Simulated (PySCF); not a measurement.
## Nickel: a sound run and one with changed settings

Sound run: Ni [Ar] 3d8 4s2, Ni⁺ [Ar] 3d9. Computed with PySCF 2.14 in 6-31G*, with no relativity, point nucleus. The sound run starts from symmetry-adapted Hartree-Fock orbitals and uses a fine grid where one is needed.

A second run was set up differently.

```csv
species,method,sound run (hartree),changed run (hartree),converged
Ni,UHF,-1506.61038,-1506.48101,no
Ni,r2SCAN,-1507.97305,-1507.97305,no
Ni,PBE,-1507.73365,-1507.73365,no
Ni⁺,UHF,-1506.26997,-1506.26990,no
Ni⁺,r2SCAN,-1507.63223,-1507.66618,no
Ni⁺,PBE,-1507.39553,-1506.85238,no
```

Problem. What was changed?
A. too few SCF iterations
B. minimal basis
C. level shift left on
D. radial grid too coarse

Solution. A. It used initial guess 1e, at most 8 SCF cycles. The SCF was stopped early; the energies are upper bounds that still move, and correlated levels were skipped or rest on poor orbitals.
